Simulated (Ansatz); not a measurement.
Reaction (formal exchange of groups at a Ga–Cl bond): `C=[CH][GaH][Cl]` + `OC(F)F` → `C=[CH][GaH][F]` + `OC(F)Cl`

Calculated with Ansatz (gas phase, PBE0-D4/def2-TZVP geometries, no zero-point term in ΔE). CCSD(T)/CBS adds triple-zeta CCSD(T) − MP2 to the extrapolated MP2 energy (def2 sets, frozen cores). DFT in def2-TZVPP. For Ga outer-core shells are correlated without core-valence functions, which leaves a few kJ/mol of doubt a bond. Scalar relativity is left out up to krypton. Each species was taken in one conformer, which may not be the lowest.

```csv
level,ΔE (kcal/mol)
r2SCANh-D4,14.7
r2SCAN0,15.8
```

Problem. What does CCSD(T)/CBS give? (Best estimate.)

Solution. Computed: +13.8 kcal/mol. The listed levels differ from it by 0.9, 2.0 kcal/mol.

Problem. What do rigid-rotor, harmonic-oscillator terms from PBE0-D4/def2-TZVP frequencies (298.15 K, 1 bar) make of the CCSD(T)/CBS value? (Best estimate.)

Solution. Computed: ΔZPE = -0.6 kcal/mol, ΔH = +13.2 kcal/mol, ΔS = 1 J/(mol·K), ΔG = +13.2 kcal/mol.

Largest T1 diagnostic among the species: 0.014.

From r2SCAN to r2SCAN0 (25 % exact exchange), in def2-TZVPP and without D4, ΔE moves by +1.9 kcal/mol. At CCSD(T), def2-SVP lies +3.7 kcal/mol from the extrapolated value and def2-TZVPP +0.7 kcal/mol.
